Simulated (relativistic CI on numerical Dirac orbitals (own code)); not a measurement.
# Re LIX: sensitivity of the levels to the model

Base calculation: Dirac-Coulomb-Breit CI, orbitals from a KLI potential per configuration, QED by a radiative potential, unscaled Slater integrals.

Configuration list (outside the closed core [Ne]): 3s²3p⁵, 3s²3p⁴3d, 3s3p⁶, 3s3p⁵3d, 3s3p⁴3d², 3p⁶3d, 3s²3p³3d4p, 3s3p⁴3d4s, 3p⁶4s, 3s²3p⁴4s, 3p⁶4p, 3s²3p⁴4p, 3s²3p⁴4d, 3s3p⁵4s, 3p⁵3d4p, 3s²3p⁴4f, 3s3p⁵4p, 3s3p⁵4d, 3s3p⁵4f, 3s²3p⁴5s, 3s²3p⁴5p, 3s²3p³4s4p, 3s²3p⁴5d, 3s²3p⁴5f, 3s²3p⁴5g, 3s3p⁴4s², 3s3p⁵5s, 3s3p⁵5p, 3s²3p³3d², 3s²3p²3d³, 3s3p³3d³, 3s²3p²3d²4s, 3s²3p²3d²4p, 3s²3p²3d²4d, 3p⁵3d², 3p⁴3d³, 3p⁴3d²4s, 3p⁴3d²4p, 3p⁴3d²4d, 3s²3p³3d4s, 3s3p³3d²4s, 3s²3p²3d4s², 3s²3p²3d4s4p, 3s²3p²3d4s4d, 3p⁵3d4s, 3p⁴3d4s², 3p⁴3d4s4p, 3p⁴3d4s4d, 3s²3p³4s², 3s3p³3d4s², 3s²3p²4s²4p, 3s²3p²4s²4d, 3s²3p³4p², 3s²3p²3d4p², 3s3p³3d4p², 3s²3p²4s4p², 3s²3p²4p³, 3s²3p²4p²4d. Double excitations out of closed p, d and f shells are left out; levels of such configurations are missing from the list, as are those of other unlisted configurations, and high levels can miss mixing partners. These lack a partner that the ground configuration has and come out too high: 3s²3p⁴4f, 3s3p⁵4p, 3s3p⁵4d, 3s3p⁵4f, 3s²3p⁴5s.

Variants: (1) P86 correlation estimate; (2) one mean potential for all configurations; (3) only the first 3 configurations. Shifts of the energy above 3s²3p⁵ ²P°3/2, in eV, for the lowest level and the first level of each name with at least 55 % of one term (blank where a level changes its place among those of its configuration and J or its character, or is not in the variant):

```tsv
Level	Base	Δ(1)	Δ(2)	Δ(3)
3s²3p⁵ ²P°3/2	0.000	0.000	0.000	0.000
3s²3p⁴3d ²D3/2	270.139	+0.485	-0.153	-2.274
3s²3p⁴3d ⁴F9/2	328.283	+0.484	-0.157	-3.550
3s²3p⁴3d ²P1/2	335.420	+0.482	-0.153	-2.088
3s²3p⁵ ²P°1/2	371.120	+0.004	+0.010	+1.674
3s3p⁶ ²S1/2	568.939	+0.304	+0.056	-0.624
3s²3p⁴3d ⁴D1/2	599.483	+0.481	-0.143	-1.765
3s²3p⁴3d ²G7/2	619.983	+0.486	-0.151	-2.232
3s²3p⁴3d ²G9/2	703.109	+0.487	-0.154	-2.115
3s3p⁵3d ⁴P°1/2	789.262	+0.725	+0.043
```

At this charge energies of transitions that change n are usually good to better than 1 %, and those within a shell (Δn = 0) to a few per cent.

Ionisation energy from the two ground configurations alone: base 6041.09 eV; P86 correlation estimate 6043.26 eV. The NIST ASD value (theoretical) is 6042 eV.

LS names give the leading component of a level, which can be under half, so a name can repeat, a term be missing and a line seem to break the LS rules.
